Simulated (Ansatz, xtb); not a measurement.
A geometry optimisation of C2H9AlSSi with r2SCAN-D4/def2-SVP

The starting geometry of this gas-phase singlet was built from a drawn formula by distance geometry and a force field; its bonds are those of `[CH3][AlH][C@@H]([SiH3])S`.

```json
{"atom": "C", "x (Å)": "-0.9762", "y (Å)": "0.5197", "z (Å)": "0.9406"}
{"atom": "C", "x (Å)": "0.5064", "y (Å)": "-1.2409", "z (Å)": "-1.5893"}
{"atom": "Al", "x (Å)": "0.1988", "y (Å)": "-0.9784", "z (Å)": "0.3176"}
{"atom": "S", "x (Å)": "1.6071", "y (Å)": "-2.6570", "z (Å)": "-1.8325"}
{"atom": "Si", "x (Å)": "1.3141", "y (Å)": "0.3275", "z (Å)": "-2.2860"}
{"atom": "H", "x (Å)": "-1.0236", "y (Å)": "0.4951", "z (Å)": "2.0580"}
{"atom": "H", "x (Å)": "-1.9863", "y (Å)": "0.4365", "z (Å)": "0.4861"}
{"atom": "H", "x (Å)": "-0.5105", "y (Å)": "1.4645", "z (Å)": "0.6395"}
{"atom": "H", "x (Å)": "0.8133", "y (Å)": "-2.0061", "z (Å)": "1.3877"}
{"atom": "H", "x (Å)": "-0.4897", "y (Å)": "-1.3810", "z (Å)": "-2.1546"}
{"atom": "H", "x (Å)": "1.6144", "y (Å)": "0.1469", "z (Å)": "-3.7402"}
{"atom": "H", "x (Å)": "0.4400", "y (Å)": "1.4668", "z (Å)": "-2.0421"}
{"atom": "H", "x (Å)": "2.5951", "y (Å)": "0.5233", "z (Å)": "-1.5932"}
{"atom": "H", "x (Å)": "1.4546", "y (Å)": "-2.6009", "z (Å)": "-3.2395"}
```

**Question.** Predict what it relaxes into with r2SCAN-D4/def2-SVP.

**Answer.** It keeps its bonds, and is `[CH3][AlH][C@@H]([SiH3])S`.

The energy falls by 0.26 eV over 23 steps:

| step | E − E(last) (eV) |
| --- | --- |
| 1 | 0.261 |
| 3 | 0.014 |
| 6 | 0.005 |
| 8 | 0.004 |
| 11 | 0.002 |
| 13 | 0.001 |
| 16 | 0.000 |
| 18 | 0.000 |
| 21 | 0.000 |
| 23 | 0.000 |

Final geometry (Å):

```xyz
14

C    -0.9589    0.4745    0.9656
C     0.4654   -1.2300   -1.5680
Al    0.2474   -0.9410    0.3745
S     1.4641   -2.7283   -1.8886
Si    1.2841    0.2788   -2.3438
H    -1.5401    0.1835    1.8574
H    -1.6676    0.8035    0.1880
H    -0.3767    1.3670    1.2626
H     1.0899   -1.8252    1.3900
H    -0.5585   -1.3359   -1.9815
H     1.5842    0.0396   -3.7903
H     0.3957    1.4816   -2.2349
H     2.5695    0.5805   -1.6398
H     1.5586   -2.6323   -3.2391
```

From the same start GFN2-xTB ends elsewhere, differing in Al3–S4 (2.45 against 3.13 Å here).

No frequencies were run, so the end isn't proven a minimum. Run with Ansatz 0.2.0, 100 s on 2 threads of Intel(R) Xeon(R) Platinum 8488C (Sapphire Rapids), with other jobs on the host.
